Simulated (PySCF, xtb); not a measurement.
B(Me)(OMe)(SH) (C2H7BOS), SMILES COB(C)S.

The structure is a stationary point at B3LYP-D3(BJ)/def2-SVP. This is a generated structure with no PubChem entry under its InChIKey; it may be hypothetical. One conformer was computed; it need not be the lowest.

Method: IEF-PCM-ωB97X/def2-SVP (PySCF).

The values are the electrostatic part of the solvation free energy, E(continuum) − E(gas) at the gas-phase geometry, in a cavity of scaled van der Waals radii (PySCF's table); cavitation and dispersion terms are not included. In vacuum the orbital gap is 12.72 eV. The dipole moment in vacuum is 0.07 D.

Computed values in water (ε = 78.36), N,N-dimethylformamide (ε = 37.22), toluene (ε = 2.37):
```tsv
solvent	ε	ΔG(elec) (kcal/mol)	dipole (D)	gap (eV)
water	78.36	-3.6	0.13	12.80
N,N-dimethylformamide	37.22	-3.5	0.12	12.80
toluene	2.37	-1.6	0.02	12.76
```

For comparison, GFN2-xTB/ALPB(water) (xtb, at the GFN2-xTB geometry, all terms of that model) gives -1.2 kcal/mol.
